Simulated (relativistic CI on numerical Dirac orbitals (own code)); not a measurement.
## What each ingredient does to the levels of Hg⁴⁶⁺

Base calculation: Dirac-Coulomb-Breit CI, KLI orbitals optimised for each configuration, model QED, unscaled Slater integrals.

Configuration list (outside the closed core [Ar] 3d10): 4s²4p⁴, 4s4p⁵, 4s²4p³4d, 4p⁶, 4s4p⁴4d, 4s²4p³4f, 4s4p⁴4f, 4p⁵4d, 4s4p³4d², 4s²4p²4d4f, 4p⁵4f, 4p⁴4d², 4p³4d³, 4p³4d²4f. Double excitations out of closed p, d and f shells are left out; levels of such configurations are missing from the list, as are those of other unlisted configurations, and high levels can miss mixing partners.

Variants: (1) Breit term removed. Shifts of the energy above 4s²4p⁴ ³P2, in eV, for the lowest level and the first level of each name with at least 55 % of one term (blank where a level changes its place among those of its configuration and J or its character, or is not in the variant):

```tsv
Level	Base	Δ(1)
4s²4p⁴ ³P2	0.000	0.000
4s²4p⁴ ¹S0	11.416	-0.089
4s²4p⁴ ³P1	141.062	+1.449
4s²4p⁴ ¹D2	146.228	+1.513
4s²4p³4d ³P°0	176.402	+0.518
4s4p⁵ ³P°2	258.570	+0.336
4s²4p⁴ ³P0	291.855	+2.888
4s²4p³4d ³G°5	348.185	+2.947
4s4p⁵ ³P°0	403.153	+1.803
4s4p⁴4d ³D1	448.103	+0.693
4s4p⁴4d ³P0	449.429	+0.838
4s4p⁴4d ⁵F5	459.080	+1.544
```

At this charge energies of transitions that change n are usually good to better than 1 %, and those within a shell (Δn = 0) to a few per cent.

Ionisation energy from the two ground configurations alone: base 2477.67 eV; Breit term removed 2479.95 eV. The NIST ASD value (theoretical) is 2478 eV.

LS names give the leading component of a level, which can be under half, so a name can repeat, a term be missing and a line seem to break the LS rules.
